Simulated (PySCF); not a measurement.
A run for PySCF: R-HF/STO-3G on BeFGeH3 (SMILES [F][Be][GeH3]), a point of a bond scan (R = 2.082 Å).

```python
from pyscf import gto, scf, dft, mp
from pyscf.data.elements import chemcore

mol = gto.M(
    atom='''
    Be   -0.34700396    0.98817189   -0.89659132
    F    -0.69229152    1.97145592   -1.78874778
    Ge    0.20508824   -0.58403493    0.52990846
    H     1.42445724   -2.03580131   -0.33089007
    H     0.97518869   -0.02594309    1.74412931
    H    -1.02769739   -1.32131271    1.09161526
    ''',
    basis='sto-3g',
    charge=0, spin=0, verbose=3, max_memory=1800)
mf = scf.RHF(mol)
mf.conv_tol = 1e-8
mf.max_cycle = 100
mf.kernel()
if not mf.converged:
    mf = mf.newton().run(mf.mo_coeff, mf.mo_occ)
```

The log:

```
converged SCF energy = -2165.98610605035
```

The run converged.

Cost: roughly 0.25 core-seconds.
